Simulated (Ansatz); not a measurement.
Input file for Ansatz (an electronic-structure program): R-r2SCAN/def2-TZVPP on FHOTe (SMILES O[Te]F), a point of a torsion scan. Elements past Kr take the def2 small-core potentials; no spin–orbit coupling.

Ansatz 0.2 input:
```yaml
crystal:
  periodic: [false, false, false]
  atoms:
    - {symbol: O, position_ang: [-1.08333668, 0.38073452, 0.31260258]}
    - {symbol: Te, position_ang: [0.77452479, 0.74131921, -0.21875676]}
    - {symbol: F, position_ang: [0.51750362, 2.64425143, 0.19516165]}
    - {symbol: H, position_ang: [-1.42294466, -0.35843278, -0.19141247]}
basis:
  gaussian:
    orbitals: def2-TZVPP
hamiltonian:
  xc: {name: r2SCAN}
scf: {lower_state_search: off}
```

Task: Give the final energy of this run.

Result: -443.7848 hartree.
